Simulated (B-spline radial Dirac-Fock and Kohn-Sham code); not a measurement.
## Sm³⁺: eigenvalues, ΔSCF and the reference

System: the Sm³⁺ ion in the configuration 1s2 2s2 2p6 3s2 3p6 3d10 4s2 4p6 4d10 4f4 5s2 5p6 6s1 (an excited configuration).

The density-functional columns are spherical, spin-unpolarised Dirac-Kohn-Sham results without Breit or QED terms: −ε is minus the orbital energy of the initial state and ΔSCF the difference of two total energies. The reference in the last column comes from Dirac-Fock ΔSCF + Breit + QED. All numbers are from a radial B-spline solver, in eV; a selection of levels is shown. For the 1s level of heavy atoms much of the gap between ΔSCF and the reference is the Breit and QED part, -194.3 eV here; for other levels the error of the functional can be larger.

```
     level   LDA −ε  LDA ΔSCF  Dirac-Fock
    K (1s)  46622.8   47064.1     46882.9
   L1 (2s)   7652.8    7734.5      7794.1
L2 (2p1/2)   7259.3    7362.1      7363.9
L3 (2p3/2)   6657.3    6750.6      6768.3
   M1 (3s)   1711.8    1738.6      1783.4
M2 (3p1/2)   1541.9    1570.2      1599.1
M3 (3p3/2)   1420.1    1446.8      1476.4
M4 (3d3/2)   1124.3    1155.0      1160.5
M5 (3d5/2)   1097.8    1127.9      1134.6
   N1 (4s)    374.4     387.2       408.9
N2 (4p1/2)    309.1     321.8       336.4
N3 (4p3/2)    281.9     294.2       309.3
N4 (4d3/2)    174.1     185.9       188.1
N5 (4d5/2)    169.2     180.9       183.3
 N6,7 (4f)    42.82     53.05       49.88
O2 (5p1/2)    59.10     66.01       64.53
O3 (5p3/2)    54.75     61.40       60.17
   P1 (6s)    24.63     27.98       26.65
```

Values without a named source are computed, but for edge energies of neutral atoms, which are taken from tables.
